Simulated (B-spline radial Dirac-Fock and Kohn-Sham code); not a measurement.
In the model described below, an L3 (2p3/2) vacancy in the free terbium atom, 1s2 2s2 2p6 3s2 3p6 3d10 4s2 4p6 4d10 4f10 5s2 5p6 6s1 (not the ground configuration), lives for 0.17 fs, which corresponds to a natural width of 3.80 eV. Out of 1000 such holes, about 176 decay by emitting a photon and the rest by ordinary Auger emission. The strongest X-ray line is Lα1 (L3-M5) at 6274.4 eV, with 74 % of the radiative rate. The strongest electron group is L3-M4M5 near 4957 eV, with 21 % of the non-radiative rate.

These are calculated numbers from a radial B-spline solver; the model is one-electron (LDA, Dirac) transition rates at Dirac-Fock energies.
